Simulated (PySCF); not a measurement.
**C₆ coefficients of unlike pairs at wB97M-V**

Calculated with PySCF 2.14 from the dipole response of each species, C₆(A,B) = (3/π) ∫ α_A(iu) α_B(iu) du, in atomic units, from isotropic polarisabilities. For ions this is the dispersion term alone; charge-induced terms of lower order in 1/R come first.

| species | configuration | basis | relativity | α (bohr³) | C₆ (like pair) |
| --- | --- | --- | --- | --- | --- |
| Sn²⁺ | [Kr] 4d10 5s2 (1S) | aug-cc-pVQZ-PP with one added diffuse shell each of s, p, d, f, g type with ECP28MDF (8s8p6d4f3g) | core potential | 15.98 | 86.83 |
| C | [He] 2s2 2p2 (3P) | aug-cc-pVQZ (6s5p4d3f2g) | none | 12.77 | 51.02 |
| Tl | [Xe] 4f14 5d10 6s2 6p1 (2P) | aug-cc-pVQZ-PP with ECP60MDF (7s7p5d3f2g) | core potential | 71.56 | 729.5 |

Q: Estimate C₆ for Tl with C.

A: The integral gives 185.8. The combination rule 2 C_A C_B / (C_A α_B/α_A + C_B α_A/α_B) gives 178.9 and the geometric mean 192.9.

No spin-orbit coupling is included.

The other pairs:

| pair | C₆ |
| --- | --- |
| C, Sn²⁺ | 66.25 |
| Tl, Sn²⁺ | 240.0 |
